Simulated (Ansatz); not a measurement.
CAlCl₂N, SMILES `N#[C][Al]([Cl])[Cl]`, relaxed with RKS PBE0-D4/def2-TZVP in Ansatz from a PBE-D4/def2-SVP geometry. The force threshold is 0.005 eV/Å; the program also tests the step.

Total charge 0; spin multiplicity 1.

Start:

```xyz
5

N    -0.449    2.175   -1.148
C    -0.237    1.152   -0.610
Al    0.107   -0.520    0.274
Cl    0.051   -2.287   -0.834
Cl    0.529   -0.520    2.319
```

| step | energy (eV) | largest force (eV/Å) | largest move (Å) |
| --- | --- | --- | --- |
| 1 | -34160.4908 | 1.473 | 0.000 |
| 2 | -34160.5322 | 0.098 | 0.031 |
| 3 | -34160.5325 | 0.013 | 0.004 |
| 4 | -34160.5325 | 0.002 | 0.001 |

End:

```xyz
5

N    -0.443    2.145   -1.133
C    -0.235    1.141   -0.604
Al    0.108   -0.521    0.275
Cl    0.048   -2.259   -0.833
Cl    0.522   -0.506    2.295
```

It took 13 s on 2 threads of a server CPU on a shared host, with 0.46 GiB of host memory at the peak.
